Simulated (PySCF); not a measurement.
## Mass spectrum arithmetic for `[H]/[C]=C/B(F)F`

Species: `B(F)(/C=[C]/[H])F` [radical].

All values are calculated from tables of isotopes.

Problem. What are the average molar mass and the monoisotopic mass?

Solution. For C2H2BF2, with standard atomic weights, 2 × 12.011 + 1 × 10.810 + 2 × 18.998 + 2 × 1.008 = 74.844 g/mol. From the most abundant isotopes (12C, 11B, 19F, 1H), 2 × 12.000000 + 1 × 11.009305 + 2 × 18.998403 + 2 × 1.007825 = 75.0218 u.

Problem. What cluster does the singly charged cation M+ show when like nominal masses merge?

Solution. 
```json
{"nominal mass": "74", "m/z (centroid)": "74.0248", "relative intensity": "24.7"}
{"nominal mass": "75", "m/z (centroid)": "75.0213", "relative intensity": "100.0"}
{"nominal mass": "76", "m/z (centroid)": "76.0246", "relative intensity": "2.2"}
```

Cut off at 0.1 %. One electron mass, 0.00055 u, is taken off. Abundances used (%; other tables differ somewhat): 12C 98.93, 13C 1.07; 10B 19.9, 11B 80.1; 1H 99.9885, 2H 0.0115.

Problem. Give the mass fraction of each element.

Solution. C 32.10 %, B 14.44 %, F 50.77 %, H 2.69 %.

Problem. What share of all molecules is the monoisotopic species?

Solution. 0.9893^2 × 0.801 × 1^2 × 0.999885^2 = 78.38 %.

Problem. Resolve the fine structure: one atom at a time replaced by a minor isotope.

Solution. Intensity in % of the monoisotopic species:

```csv
isotope,mass shift (u),m/z,intensity (%)
10B,-0.99637,74.0248,24.84
13C,+1.00335,76.0246,2.16
2H,+1.00628,76.0275,0.02
```

Species under 0.02 % are left out.

Problem. What resolving power m/Δm just matches the spacing of the species with one 13C and with one 2H?

Solution. They lie 0.00292 u apart at mass 76.03, so m/Δm is about 26000.

Problem. Protons, neutrons, electrons, and exact less nominal mass of the monoisotopic species?

Solution. 37 protons, 38 neutrons and 37 electrons; 75.0218 − 75 = +0.0218 u.
